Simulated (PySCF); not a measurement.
C4H9ClP2Si: full NMR table

```
Formula                               : C4H9ClP2Si
SMILES                                : CC#CC[Si](P)(P)Cl
InChI                                 : InChI=1S/C4H9ClP2Si/c1-2-3-4-8(5,6)7/h4,6-7H2,1H3
Point group of the computed structure : C1
Carbon signals                        : 4
Proton signals                        : 3
```

Numbering as in the mapped SMILES `[CH3:1][C:2]#[C:3][CH2:4][Si:5]([PH2:6])([PH2:7])[Cl:8]` (H(Xn): hydrogen on atom n).

Theoretical values (PySCF 2.14): geometry from GFN2-xTB, GIAO PBE0/pcSseg-1 shieldings. No relativistic terms, in vacuum, a single conformation, equivalent nuclei averaged.

Chemical shifts δ = σref − σ; ¹H and ¹³C and ²⁹Si against TMS; ³¹P vs H3PO4, all at this level.

```tsv
carbon	δC, type	δH (multiplicity)	HMBC from (2–3 bonds)	span of the C tensor (ppm)
C1	4.8, CH3	1.97 (s)	–	23
C2	85.8, C	–	H(C4), H(C1)	250
C3	79.9, C	–	H(C4), H(C1)	250
C4	19.2, CH2	2.14 (m)	H(P6)/H(P7)	32
```

Other nuclei:
```
      atoms  nucleus                            environment  δ (ppm)  σ (ppm)
H(P6)/H(P7)       ¹H  hydrogen on a phosphorus bonded to Si     1.60    30.11
      P6/P7      ³¹P           phosphorus bonded to Si, 2 H   -265.5    583.9
        Si5     ²⁹Si           silicon bonded to C, Cl, 2 P     47.9    301.2
```

- δC 85.8, 79.9: alkyne carbon; the triple bond shields along its axis, which puts it between sp3 and sp2 carbons.
- δC 19.2: propargylic sp3 CH2 bonded to Si.
- δC 4.8: propargylic methyl carbon; aliphatic region, no heteroatom directly attached.
- δH 2.14: hydrogen on a propargylic sp3 CH2 bonded to Si.
- δH 1.97: hydrogen on a propargylic methyl carbon.

Splittings by ³¹P in the carbon and heteronuclear signals aren't shown, as no couplings were computed. Shifts are as computed. Against solution values, carbons near 30 ppm lie about +3 ppm off and those near 130 ppm about +5 ppm. Of 1211 compounds with measured shifts, 218 miss one by over three times the rms of a fit or turn the order of signals round; such compounds aren't used in these exercises. Experimental scales use liquid or dissolved standards, which lie at an offset from isolated H3PO4. Multiplicities follow the n + 1 count of equivalent neighbours, as no J values were calculated; m marks all less simple cases, F and P coupling included.
